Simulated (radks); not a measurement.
Task: Radial electron density D(r) = 4 pi r^2 rho(r) of an atom or ion with 30 electrons. Calculated with a radial shooting solver on a logarithmic mesh with Libxc functionals: non-relativistic Kohn-Sham, exchange-only PBE, spin-polarised, spherical densities, point nucleus.

```
   r/bohr * D(r) (the largest magnitude, 46.3, reaches the edge; | marks zero)
 0.003336 |  *
 0.004343 |    *
  0.00561 |       *
 0.007306 |           *
 0.009513 |                 *
  0.01239 |                        *
    0.016 |                                *
  0.02083 |                                        *
  0.02713 |                                             *
  0.03505 |                                               *
  0.04563 |                                           *
  0.05942 |                                       *
  0.07676 |                                       *
  0.09995 |                                              *
   0.1301 |                                                      *
   0.1695 |                                                     *
   0.2189 |                                         *
    0.285 |                             *
   0.3712 |                              *
   0.4794 |                                   *
   0.6243 |                               *
   0.8129 |                  *
     1.05 |        *
    1.367 |   *
     1.78 | *
    2.318 |*
    2.995 *
      3.9 *
    5.078 *
```

What is the nuclear charge?

Result: Z = 33. The innermost maximum, from 1s, lies near 1/Z = 0.0303 bohr (found: 0.0329), and its height grows with Z. The density is that of the arsenic ion As3+ in [Ar] 3d10 4s2; the configuration itself is not fixed sharply by these data, and Z only to about a unit. D(r) has 3 maxima, at r = 0.0329, 0.146, 0.495 bohr, and minima at 0.0681, 0.316 bohr, inside which lie 2.08, 11.06 electrons.
